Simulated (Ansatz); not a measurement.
The cluster Ni2O⁻. The state is a doublet with charge -1. Geometry B3LYP-D4/def2-TZVP, that of the neutral singlet; atoms count from 1.

```csv
atom,x (Å),y (Å),z (Å)
Ni1,0.7659,-0.8310,0.4278
Ni2,0.0486,1.1199,-0.4514
O3,-0.8145,-0.2889,0.0236
```

The charge -1 doublet is spin-contaminated (final ⟨S²⟩ up to 1.64, 0.75 for a pure state). The highest occupied level of the charge -1 doublet lies above zero (up to 0.13 eV). Its loss leaves the charge 0 singlet, which lies 1.91 eV higher (vertical, at PBE0-D4/def2-TZVPD), but this difference is unsure: the singlet is doubtful (at the level of its geometry, restricted singlet, unstable towards broken spin symmetry at other levels and untested here). The structure comes from a short search, and lower isomers may exist.

(1) Estimate the Mulliken populations from the PBE0/def2-TZVPD orbitals of Ansatz.

(2) Where does the spin sit?

(3) And the Mayer bond orders between bonded heavy atoms (over 0.3)?

Answers

(1) 
| atom | charge (e) | spin (α − β) | d electrons |
| --- | --- | --- | --- |
| Ni1 | -0.13 | 1.45 | 8.63 |
| Ni2 | -0.14 | -0.53 | 8.89 |
| O3 | -0.73 | 0.08 | – |
Mulliken values and Mayer orders depend strongly on the basis. With diffuse functions, as here, like atoms can get unlike values, and bond orders can come out too low or too high.

(2) Summed by element: Ni 0.92, O 0.08, of 1 unpaired in all. Largest on single atoms: Ni1 1.45, Ni2 -0.53, O3 0.08.

(3) Ni1–Ni2 1.33 (2.26 Å); Ni1–O3 0.53 (1.72 Å); Ni2–O3 0.45 (1.72 Å).
